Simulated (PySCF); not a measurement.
A PySCF script (with the pyscf-properties extension) for the NMR shieldings of `C1[C@@H](C)P([SiH3])C1`, C4H11PSi, on a GFN2-xTB geometry:

```python
import basis_set_exchange as bse
import numpy as np
from pyscf import gto, dft
from pyscf.prop import nmr

atoms = """
C    -0.770960   -1.791461   -0.109707
C    -0.913629   -0.434233    0.548619
C    -1.151507    0.777284   -0.364049
C    -0.311722    1.773449    0.441969
P     0.590312    0.394392    1.348366
Si    2.200868   -0.012595   -0.158345
H    -1.723432   -2.097163   -0.542631
H    -0.024614   -1.764910   -0.901905
H    -0.470607   -2.539029    0.622309
H    -1.695432   -0.485904    1.315935
H    -2.199103    1.057358   -0.490873
H    -0.719039    0.606923   -1.350397
H     0.308495    2.460353   -0.132464
H    -0.916560    2.351383    1.143063
H     3.267161    0.937882    0.161214
H     2.662816   -1.386878    0.035201
H     1.859956    0.165178   -1.576216
"""
names = dict.fromkeys(["C", "P", "Si", "H"], "pcSseg-1")
basis = {el: gto.basis.parse(bse.get_basis(n, elements=[el], fmt="nwchem")) for el, n in names.items()}
mol = gto.M(atom=atoms, basis=basis, charge=0, verbose=0)
mf = dft.RKS(mol, xc="PBE0")
mf.grids.level = 2
mf.grids.alignment = dft.numint.BLKSIZE   # the property module wants whole blocks of grid points
mf.conv_tol = 1e-9
mf.kernel()

calc = nmr.RKS(mf)   # GIAO
C = mf.mo_coeff
Co = C[:, mf.mo_occ > 0]
resp = mf.gen_response(singlet=True, hermi=2)
def vind(x):   # induced exchange potential for any number of trial vectors
    d = np.einsum("pi,xij,qj->xpq", C, 2 * x.reshape(-1, C.shape[1], Co.shape[1]), Co, optimize=True)
    return np.einsum("xpq,pi,qj->xij", resp(d - d.transpose(0, 2, 1)), C, Co, optimize=True).ravel()
mo1, _ = nmr.rhf.solve_mo1(calc, with_cphf=vind)
sigma = calc.kernel(mo1)
for i, s in enumerate(sigma):   # ppm
    w = np.linalg.eigvalsh((s + s.T) / 2)
    print("%2d %-2s iso %8.1f  s11 %8.1f  s22 %8.1f  s33 %8.1f" % (i, mol.atom_pure_symbol(i), w.mean(), *w))
```

**Question.** What does it print?

**Answer.** 
```
 0 C  iso    163.4  s11    148.1  s22    157.0  s33    185.3
 1 C  iso    156.4  s11    137.5  s22    162.8  s33    168.8
 2 C  iso    150.8  s11    124.5  s22    149.6  s33    178.3
 3 C  iso    173.4  s11    159.2  s22    176.0  s33    184.9
 4 P  iso    384.1  s11    225.4  s22    375.9  s33    551.1
 5 Si iso    434.7  s11    401.4  s22    430.0  s33    472.6
 6 H  iso     30.3  s11     25.6  s22     27.6  s33     37.8
 7 H  iso     30.6  s11     26.0  s22     31.6  s33     34.3
 8 H  iso     30.5  s11     26.8  s22     27.4  s33     37.5
 9 H  iso     28.9  s11     25.1  s22     28.5  s33     32.9
10 H  iso     29.1  s11     24.5  s22     26.2  s33     36.5
11 H  iso     29.0  s11     26.9  s22     27.6  s33     32.5
12 H  iso     30.2  s11     25.4  s22     28.3  s33     36.9
13 H  iso     29.4  s11     26.1  s22     26.5  s33     35.5
14 H  iso     27.8  s11     24.6  s22     25.4  s33     33.6
15 H  iso     27.7  s11     24.4  s22     25.6  s33     33.0
16 H  iso     27.3  s11     23.5  s22     26.2  s33     32.1
```

These numbers come from an equivalent density-fitted implementation of the same equations, which agrees with the script to about 0.01 ppm for H and up to a few tenths of a ppm for heavy atoms, so last digits may differ.

Size and cost of the density-fitted run: 171 basis functions, 20 s wall time on 1 thread of an x86-64 server CPU, shared host.
